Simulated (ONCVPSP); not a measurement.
# What the settings do to the ONCV potential of praseodymium (Pr)

Base potential:

```
Element                 : Pr
Generator               : ONCVPSP 4.0.1
Type                    : optimised norm-conserving Vanderbilt (ONCV)
Functional              : LDA (Perdew-Wang 92)
Relativity              : scalar-relativistic
Frozen core             : [Kr] 4d10
Valence charge          : 13
Reference configuration : 4f3 5s2 5p6 6s1 (charge +1)
Partial waves           : 5s+6s: rc 2.85 bohr, ncon 4, nbas 9, qcut 3.2 1/bohr, 2 projectors; 5p: rc 2.45 bohr, ncon 4, nbas 9, qcut 5.2 1/bohr, 2 projectors, debl 1.3 Ha; d scattering state at 0.27 Ha: rc 2.15 bohr, ncon 4, nbas 7, qcut 4.8 1/bohr, 3 projectors, debl 3.2 Ha; 4f: rc 1.80 bohr, ncon 4, nbas 8, qcut 10 1/bohr, 2 projectors, debl 3.9 Ha
Local potential         : polynomial inside 1.70 bohr (lpopt 5, dvloc0 6 Ha)
Core correction         : Teter function, fcfact 5.25, rcfact 1.35
```

In the d channel the program set the typed energies aside and used 0.050, 3.250, 6.450 Ha.

All-electron outer shells of the reference configuration (LDA (PZ), scalar-relativistic, ld1.x):

```csv
shell,level (eV),outermost node (bohr),outermost maximum (bohr)
5s,-45.07,0.74,1.35
5p,-27.45,0.79,1.53
6s,-8.33,1.80,3.57
4f,-7.29,–,0.69
```

Cutoffs, loose and tight: the cutoffs (Ha) at which the residual kinetic energy of the hardest occupied pseudo-wave falls to 1 and 0.1 mHa per electron. They do not see the model core or the augmentation charge, which bear on the density cutoff. Test errors are all-electron minus pseudo excitation energies from the reference, over the configurations 4f3 5s2 5p6 6s2; 4f3 5s2 5p6 6s0; 4f2 5s2 5p6 6s0; 4f2 5s2 5p6 5d1 6s1. A dash means not determined; rows that change the core or the reference have their own tests.

A true bound ghost makes a file unfit for plane-wave use even where its test errors are small: the radial tests pick states by their node count and pass the ghost by.

```tsv
change	outcome	cutoff, loose	cutoff, tight	bound ghosts	GHOST(+) flags above zero	largest test error (meV)
base	generated, projector energies reset by the program	40 Ha	44 Ha	none	none	tests left out (the all-electron energies of this program are off by 10 to 40 meV for near-neutral 4f atoms)
all radii but the core radius scaled by about 0.96 (s 2.72, p 2.34, d 2.06, f 1.72 bohr); local potential polynomial inside 1.62 bohr (lpopt 5, dvloc0 6 Ha)	generated, projector energies reset by the program	42 Ha	46 Ha	none	s, p	tests left out (the all-electron energies of this program are off by 10 to 40 meV for near-neutral 4f atoms)
p: debl 2.25	generated, projector energies reset by the program	40 Ha	44 Ha	none	none	tests left out (the all-electron energies of this program are off by 10 to 40 meV for near-neutral 4f atoms)
f: rc 1.28; local potential polynomial inside 1.28 bohr (lpopt 5, dvloc0 6 Ha)	generated, projector energies reset by the program	149 Ha	177 Ha	none	s	tests left out (the all-electron energies of this program are off by 10 to 40 meV for near-neutral 4f atoms)
functional PBEsol; d: rc 1.8, qcut 5.7	generated, projector energies reset by the program	40 Ha	44 Ha	d	d	tests left out (the all-electron energies of this program are off by 10 to 40 meV for near-neutral 4f atoms)
core correction Teter function, fcfact 5.25, rcfact 1.74	generated, projector energies reset by the program	40 Ha	44 Ha	none	none	tests left out (the all-electron energies of this program are off by 10 to 40 meV for near-neutral 4f atoms)
s: qcut 4.4; p: qcut 7.1; d: qcut 6.5; f: qcut 13.6	generated, projector energies reset by the program	64 Ha	72 Ha	none	none	tests left out (the all-electron energies of this program are off by 10 to 40 meV for near-neutral 4f atoms)
s: nproj 3	generated, projector energies reset by the program	40 Ha	44 Ha	none	none	tests left out (the all-electron energies of this program are off by 10 to 40 meV for near-neutral 4f atoms)
core correction Teter function, fcfact 6.1, rcfact 1.35	generated, projector energies reset by the program	40 Ha	44 Ha	none	none	tests left out (the all-electron energies of this program are off by 10 to 40 meV for near-neutral 4f atoms)
local potential polynomial inside 1.70 bohr (lpopt 5, dvloc0 4 Ha)	generated, projector energies reset by the program	40 Ha	44 Ha	none	none	tests left out (the all-electron energies of this program are off by 10 to 40 meV for near-neutral 4f atoms)
```

(1) What comes out with this change to the base: f: rc 2.6?

## Answers

(1) outcome: generated, projector energies reset by the program; cutoff, loose: 33 Ha; cutoff, tight: 37 Ha; bound ghosts: none; GHOST(+) flags above zero: none; largest test error (meV): tests left out (the all-electron energies of this program are off by 10 to 40 meV for near-neutral 4f atoms).
